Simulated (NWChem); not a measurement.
Species: CH$_{5}$FOSi; SMILES CO[SiH2]F

```xyz
9

Si    -0.5115     0.6497    -0.0400
F      0.8036     1.5838    -0.0022
O     -0.2072    -0.8482     0.5619
C      0.5317    -1.8488    -0.1300
H     -0.9270     0.5521    -1.4638
H     -1.5381     1.2490     0.8361
H      1.6077    -1.7187     0.0357
H      0.2308    -2.8250     0.2603
H      0.3334    -1.8262    -1.2106
```
Atoms are numbered in this order, from 1.

Level: B3LYP/6-31G* (spherical d) (NWChem), optimised geometry, unscaled harmonic frequencies. 

```tsv
frequency (cm⁻¹)	IR intensity (km/mol)
87	4.4
109	0.7
224	6.8
334	17.2
710	89.9
768	43.3
787	3.4
886	25.3
967	207.4
1007	293.9
1141	212.8
1192	0.6
1226	68.5
1515	4.9
1527	2.8
1537	4.9
2264	149.1
2321	151.0
3028	51.9
3094	42.6
3132	32.3
```

- zero-point energy = 39.8 kcal/mol
- thermal correction to the enthalpy at 298.15 K (with zero-point energy) = 44.0 kcal/mol
- heat capacity Cv = 17.6 cal/(mol K)
- entropy at 298.15 K and 1 atm (symmetry number 1) = 75.6 cal/(mol K)
- dipole moment = 1.67 D

Rigid rotor and harmonic oscillator; modes under 100 cm⁻¹ make the entropy uncertain.
